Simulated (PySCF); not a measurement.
Vertical excitations of a molecule C3H6FNSi from PySCF with TDA-PBE/def2-SVPD, as energy in eV (oscillator strength): 4.70 (0.013), 5.24 (0.004), 5.62 (0.011), 5.83 (0.013), 6.00 (0.012), 6.28 (0.046), 6.36 (0.081), 6.51 (0.022), 6.61 (0.006), 6.63 (0.040). Lowest triplet (TDA): 4.35 eV. The structure is a stationary point at ωB97X-D3(BJ)/def2-SVP. One conformer was computed; it need not be the lowest.

Question: Identify the compound among the candidates.
A. N[C@@H]1C=C(F)[SiH2]1
B. C#C[C@H](N)[SiH2]F
C. N[Si@H]1C=C[C@H]1F
D. F[C@H]1C[SiH2]C=N1

Answer: B, C#C[C@H](N)[SiH2]F
